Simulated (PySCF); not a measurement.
## Cd: excitation energy

Cd [Kr] 4d10 5s2 (1S) → Cd [Kr] 4d9 5s2 6s1, s spin flipped, as a difference of total energies. Computed with PySCF 2.14 in aug-cc-pVTZ-PP with one added diffuse shell each of s, p, d, f, g type with ECP28MDF (7s7p6d4f3g, 113 functions), with scalar relativity through the core potential. Correlated levels: valence: 4s2 4p6 frozen. The calculations carry no spin-orbit coupling.

| method | excitation energy (cm⁻¹) |
| --- | --- |
| UHF | 110710 |
| LDA | 121580 |
| PBE | 118940 |
| PBE0 | 118820 |
| r2SCAN | 120210 |
| wB97M-V | 119470 |
| CAM-B3LYP | 119160 |
| MP2 (valence) | 124530 |
| SCS-MP2 (valence) | 123020 |

The upper determinant mixes two multiplicities, so it lies between the two terms.

The upper state lies above the first ionisation limit, where it may autoionise and the basis confines it. A Rydberg-like electron needs more diffuse functions than a valence basis has.

The promoted electron is Rydberg-like, and one or two diffuse shells describe it only roughly, which tends to raise the upper state.
